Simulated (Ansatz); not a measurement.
Species: sum formula YOF, net charge 0, singlet state. 
Structure (B3LYP-D3(BJ)/def2-TZVP (Ansatz, a quantum-chemistry and plane-wave program) minimum search):
```xyz
3

Y      0.1361    -0.1179     0.2673
O      1.2660    -0.1525    -1.1654
F     -1.7151     0.6464    -0.1222
```
Charge 0, spin multiplicity 1.

Property: vertical electron affinity (to the doublet state of charge -1; a negative value means that the extra electron is unbound and the number depends on the basis; each state is the SCF solution reached for its spin), in eV. Valence correlation only, unless marked. UHF or UKS for open shells. No spin-orbit coupling. The frozen core is the preceding noble-gas configuration, with the filled d and f shells of earlier blocks. In def2 rows, elements after Kr have scalar-relativistic effective core potentials. Anions need diffuse functions: def2-D sets add few. Basis-set limits of correlation are two-point, X^-3; Hartree-Fock from the larger set. The bracket is a focal-point correction in the basis named.

```tsv
level	program	vertical electron affinity (eV)
HF/def2-QZVPPD	Ansatz	1.09
SVWN5/def2-TZVPD	Ansatz	1.31
r2SCAN/def2-TZVPD	Ansatz	1.16
PBE0/def2-TZVPD	Ansatz	1.21
CAM-B3LYP/def2-TZVPD	Ansatz	1.29
wB97X-V/def2-TZVPD	Ansatz	1.12
wB97X/def2-TZVPD	Ansatz	1.03
RI-MP2/CBS(def2-TZVPPD,def2-QZVPPD)	Ansatz	1.02
SCS-MP2/def2-SVPD	Ansatz	0.96
SCS-MP2/def2-TZVPPD	Ansatz	0.98
CCSD/def2-SVPD	Ansatz	1.09
CCSD/def2-TZVPPD	Ansatz	1.10
CCSD(T)/def2-TZVPPD	Ansatz	1.09
RI-MP2/CBS(def2-TZVPPD,def2-QZVPPD)+[CCSD(T)-MP2]/def2-TZVPPD	Ansatz	1.13
```
